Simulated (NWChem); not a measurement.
Everything below was run with NWChem. System: H₅NSi, charge 0, spin multiplicity 1, at a geometry optimised with PBE/def2-SVP. The structure started from a generated list of species. Level: B3LYP/pcseg-1, VWN1-RPA local correlation.

Job file:

```
start mol
memory heap 200 mb stack 900 mb global 1100 mb
geometry units angstroms nocenter noautoz
  Si     0.578577     0.047515     0.000000
  N     -1.157571    -0.164674     0.000000
  H      1.119387    -0.621800    -1.233844
  H      1.119387    -0.621800     1.233844
  H      1.106300     1.468394     0.000000
  H     -1.671076     0.131357    -0.835172
  H     -1.671076     0.131357     0.835172
  symmetry group Cs
end
basis spherical
  * library pcseg-1
end
dft
  xc b3lyp
  semidirect memsize 60000000 filesize 0
  iterations 100
end
task dft energy
```

Part of the output:

```
             Northwest Computational Chemistry Package (NWChem) 7.3.0
             --------------------------------------------------------

                                NWChem Input Module
                                -------------------

 Scaling coordinates for geometry "geometry" by  1.889725989
 (inverse scale =  0.529177249)

 Turning off AUTOSYM since
 SYMMETRY directive was detected!

                             Geometry "geometry" -> ""
                             -------------------------

 Output coordinates in angstroms (scale by  1.889725989 to convert to a.u.)

  No.       Tag          Charge          X              Y              Z
 ---- ---------------- ---------- -------------- -------------- --------------
    1 Si                  14.0000     0.57857700     0.04751500     0.00000000
    2 N                    7.0000    -1.15757100    -0.16467400     0.00000000
    3 H                    1.0000     1.11938700    -0.62180000    -1.23384400
    4 H                    1.0000     1.11938700    -0.62180000     1.23384400
    5 H                    1.0000     1.10630000     1.46839400     0.00000000
    6 H                    1.0000    -1.67107600     0.13135700    -0.83517200
    7 H                    1.0000    -1.67107600     0.13135700     0.83517200

 Effective nuclear repulsion energy (a.u.)      63.8955130688

            Nuclear Dipole moment (a.u.)
            ----------------------------
        X                 Y               Z
 ---------------- ---------------- ----------------
     0.0000056692     0.0000000000     0.0000000000

      Symmetry information
      --------------------

 Group name             Cs
 Group number              2
 Group order               2
 No. of unique centers     5

      Symmetry unique atoms

     1    2    3    5    6


 Summary of "ao basis" -> "" (spherical)
 ------------------------------------------------------------------------------
       Tag                 Description            Shells   Functions and Types
 ---------------- ------------------------------  ------  ---------------------
 *                          pcseg-1                   on all atoms

                                 NWChem DFT Module
                                 -----------------

 Summary of "ao basis" -> "ao basis" (spherical)
 ------------------------------------------------------------------------------
       Tag                 Description            Shells   Functions and Types
 ---------------- ------------------------------  ------  ---------------------
 Si                         pcseg-1                  8       18   4s3p1d
 N                          pcseg-1                  6       14   3s2p1d
 H                          pcseg-1                  3        5   2s1p

 Summary of "ao basis" -> "ao basis" (spherical)
 ------------------------------------------------------------------------------
       Tag                 Description            Shells   Functions and Types
 ---------------- ------------------------------  ------  ---------------------
 Si                         pcseg-1                  8       18   4s3p1d
 N                          pcseg-1                  6       14   3s2p1d
 H                          pcseg-1                  3        5   2s1p

      Symmetry analysis of basis
      --------------------------

        a'         37
        a"         20

            General Information
            -------------------
          SCF calculation type: DFT
          Wavefunction type:  closed shell.
          No. of atoms     :     7
          No. of electrons :    26
           Alpha electrons :    13
            Beta electrons :    13
          Charge           :     0
          Spin multiplicity:     1
          Use of symmetry is: on ; symmetry adaption is: on
          Maximum number of iterations: 100
          AO basis - number of functions:    57
                     number of shells:    29
          Convergence on energy requested:  1.00D-06
          Convergence on density requested:  1.00D-05
          Convergence on gradient requested:  5.00D-04

              XC Information
              --------------
                         B3LYP Method XC Potential
                     Hartree-Fock (Exact) Exchange  0.200
                        Slater Exchange Functional  0.800 local
                    Becke 1988 Exchange Functional  0.720 non-local
              Lee-Yang-Parr Correlation Functional  0.810
                  VWN I RPA Correlation Functional  0.190 local

             Grid Information
             ----------------
          Grid used for XC integration:  medium
          Radial quadrature: Mura-Knowles
          Angular quadrature: Lebedev.
          Tag              B.-S. Rad. Rad. Pts. Rad. Cut. Ang. Pts.
          ---              ---------- --------- --------- ---------
          Si                  1.10       88           9.0       590
          N                   0.65       49           9.0       434
          H                   0.35       45          10.0       434
          Grid pruning is: on
          Number of quadrature shells:   272
          Spatial weights used:  Erf1

          Convergence Information
          -----------------------
          Convergence aids based upon iterative change in
          total energy or number of iterations.
          Levelshifting, if invoked, occurs when the
          HOMO/LUMO gap drops below (HL_TOL):  1.00D-02
          DIIS, if invoked, will attempt to extrapolate
          using up to (NFOCK): 10 stored Fock matrices.

                    Damping( 0%)  Levelshifting(0.5)       DIIS
                  --------------- ------------------- ---------------
          dE  on:    start            ASAP                start
          dE off:    2 iters        100 iters           100 iters

      Screening Tolerance Information
      -------------------------------
          Density screening/tol_rho:  1.00D-10
          AO Gaussian exp screening on grid/accAOfunc:  14
          CD Gaussian exp screening on grid/accCDfunc:  20
          XC Gaussian exp screening on grid/accXCfunc:  20
          Schwarz screening/accCoul:  1.00D-08

      Superposition of Atomic Density Guess
      -------------------------------------

 Sum of atomic energies:        -345.58136464

      Non-variational initial energy
      ------------------------------

 Total energy =    -346.339939
 1-e energy   =    -603.009779
 2-e energy   =     192.774327
 HOMO         =      -0.342350
 LUMO         =       0.025577

      Symmetry analysis of molecular orbitals - initial
      -------------------------------------------------

  Numbering of irreducible representations:

     1 a'          2 a"

  Orbital symmetries:

     1 a'          2 a'          3 a'          4 a'          5 a"
     6 a'          7 a'          8 a'          9 a"         10 a'
    11 a'         12 a"         13 a'         14 a'         15 a"
    16 a'         17 a'         18 a'         19 a"         20 a'
    21 a"         22 a'         23 a'

------------------------------------------------------------
EAF file 0: "./mol.aoints.0" size=524288 bytes
------------------------------------------------------------
               write      read    awrite     aread      wait
               -----      ----    ------     -----      ----
     calls:        1         0         0         0         0
   data(b): 5.24e+05  0.00e+00  0.00e+00  0.00e+00
   time(s): 0.00e+00  0.00e+00  0.00e+00  0.00e+00  0.00e+00
rate(mb/s): 0.00e+00  0.00e+00
------------------------------------------------------------

   convergence    iter        energy       DeltaE   RMS-Dens  Diis-err    time
 ---------------- ----- ----------------- --------- --------- ---------  ------
 d= 0,ls=0.0,diis     1   -347.2343135578 -4.11D+02  1.31D-02  2.64D-01     0.4
 d= 0,ls=0.0,diis     2   -347.2323787567  1.93D-03  7.55D-03  2.95D-01     0.4
 d= 0,ls=0.0,diis     3   -347.2633521999 -3.10D-02  1.78D-03  2.33D-02     0.5
 d= 0,ls=0.0,diis     4   -347.2658973724 -2.55D-03  3.20D-04  2.12D-04     0.6
 d= 0,ls=0.0,diis     5   -347.2659297244 -3.24D-05  6.67D-05  8.87D-06     0.7
  Resetting Diis
 d= 0,ls=0.0,diis     6   -347.2659311381 -1.41D-06  9.49D-06  3.18D-07     0.7
 d= 0,ls=0.0,diis     7   -347.2659311837 -4.56D-08  1.34D-06  1.23D-09     0.8

         Total DFT energy =     -347.265931183694
      One electron energy =     -605.448706889244
           Coulomb energy =      223.994391855196
    Exchange-Corr. energy =      -29.707129218462
 Nuclear repulsion energy =       63.895513068817

 Numeric. integr. density =       26.000000728960

     Total iterative time =      0.7s

                  Occupations of the irreducible representations
                  ----------------------------------------------

                     irrep           alpha         beta
                     --------     --------     --------
                     a'               10.0         10.0
                     a"                3.0          3.0

                       DFT Final Molecular Orbital Analysis
                       ------------------------------------

 Vector   11  Occ=2.000000D+00  E=-3.476801D-01  Symmetry=a'
              MO Center=  5.8D-01,  2.3D-01,  4.0D-14, r^2= 2.6D+00
   Bfn.  Coefficient  Atom+Function         Bfn.  Coefficient  Atom+Function
  ----- ------------  ---------------      ----- ------------  ---------------
     9      0.406046  1 Si py                43      0.300458  5 H  s
    33     -0.201853  3 H  s                 38     -0.201853  4 H  s
    23      0.187047  2 N  py                44      0.164079  5 H  s
     6     -0.162039  1 Si py                26      0.133338  2 N  py
     8     -0.120379  1 Si px                22      0.119036  2 N  px

 Vector   12  Occ=2.000000D+00  E=-3.398941D-01  Symmetry=a"
              MO Center=  8.8D-01, -4.0D-01, -4.2D-14, r^2= 2.3D+00
   Bfn.  Coefficient  Atom+Function         Bfn.  Coefficient  Atom+Function
  ----- ------------  ---------------      ----- ------------  ---------------
    10      0.425749  1 Si pz                33     -0.332914  3 H  s
    38      0.332914  4 H  s                 34     -0.201133  3 H  s
    39      0.201133  4 H  s                  7     -0.168660  1 Si pz
    24     -0.094907  2 N  pz                48      0.082069  6 H  s
    53     -0.082069  7 H  s                 27     -0.061738  2 N  pz

 Vector   13  Occ=2.000000D+00  E=-2.624228D-01  Symmetry=a'
              MO Center= -7.2D-01, -3.6D-02, -4.8D-16, r^2= 2.2D+00
   Bfn.  Coefficient  Atom+Function         Bfn.  Coefficient  Atom+Function
  ----- ------------  ---------------      ----- ------------  ---------------
    23      0.523497  2 N  py                26      0.448736  2 N  py
    44     -0.264545  5 H  s                 43     -0.216769  5 H  s
    21     -0.149291  2 N  s                 12      0.105712  1 Si py
    20     -0.097726  2 N  s                 34      0.093720  3 H  s
    39      0.093720  4 H  s                  9     -0.093243  1 Si py

 Vector   14  Occ=0.000000D+00  E= 6.353116D-03  Symmetry=a'
              MO Center= -5.0D-02,  2.1D-01, -1.7D-14, r^2= 5.6D+00
   Bfn.  Coefficient  Atom+Function         Bfn.  Coefficient  Atom+Function
  ----- ------------  ---------------      ----- ------------  ---------------
    11      0.953846  1 Si px                21      0.870428  2 N  s
    34     -0.404770  3 H  s                 39     -0.404770  4 H  s
     4      0.296888  1 Si s                  8      0.283760  1 Si px
    49     -0.262849  6 H  s                 54     -0.262849  7 H  s
    12     -0.195862  1 Si py                20      0.165152  2 N  s

 Vector   15  Occ=0.000000D+00  E= 5.607470D-02  Symmetry=a"
              MO Center=  4.5D-01,  5.6D-01,  8.4D-15, r^2= 5.1D+00
   Bfn.  Coefficient  Atom+Function         Bfn.  Coefficient  Atom+Function
  ----- ------------  ---------------      ----- ------------  ---------------
    13      1.804466  1 Si pz                34      1.267028  3 H  s
    39     -1.267028  4 H  s                 10      0.329790  1 Si pz
    33      0.168641  3 H  s                 38     -0.168641  4 H  s
    27     -0.163767  2 N  pz                15      0.125251  1 Si d -1
    49      0.124170  6 H  s                 54     -0.124170  7 H  s

 Vector   16  Occ=0.000000D+00  E= 7.912104D-02  Symmetry=a'
              MO Center=  3.9D-01, -5.5D-01,  8.4D-15, r^2= 5.2D+00
   Bfn.  Coefficient  Atom+Function         Bfn.  Coefficient  Atom+Function
  ----- ------------  ---------------      ----- ------------  ---------------
    12      1.708214  1 Si py                44     -1.464691  5 H  s
    34      0.594212  3 H  s                 39      0.594212  4 H  s
     9      0.335220  1 Si py                21      0.317579  2 N  s
    26     -0.311322  2 N  py                43     -0.190941  5 H  s
    23     -0.183621  2 N  py                 4      0.182121  1 Si s

 center of mass
 --------------
 x =  -0.00079556 y =  -0.01950429 z =   0.00000000

 moments of inertia (a.u.)
 ------------------
          28.209779951671         -11.534487208277           0.000000000000
         -11.534487208277         149.953812758909           0.000000000000
           0.000000000000           0.000000000000         146.206082865580

     Multipole analysis of the density
     ---------------------------------

     L   x y z        total         alpha         beta         nuclear
     -   - - -        -----         -----         ----         -------
     0   0 0 0      0.000000    -13.000000    -13.000000     26.000000

     1   1 0 0     -0.407234     -0.203620     -0.203620      0.000006
     1   0 1 0      0.367689      0.183845      0.183845      0.000000
     1   0 0 1     -0.000000     -0.000000     -0.000000      0.000000

     2   2 0 0    -15.055598    -49.275786    -49.275786     83.495974
     2   1 1 0     -1.522246     -3.461968     -3.461968      5.401691
     2   1 0 1     -0.000000     -0.000000     -0.000000      0.000000
     2   0 2 0    -18.092057    -14.733646    -14.733646     11.375236
     2   0 1 1      0.000000      0.000000      0.000000      0.000000
     2   0 0 2    -15.484685    -15.669689    -15.669689     15.854692

 Task  times  cpu:        0.8s     wall:        0.8s

 Total times  cpu:        0.8s     wall:        0.8s
```
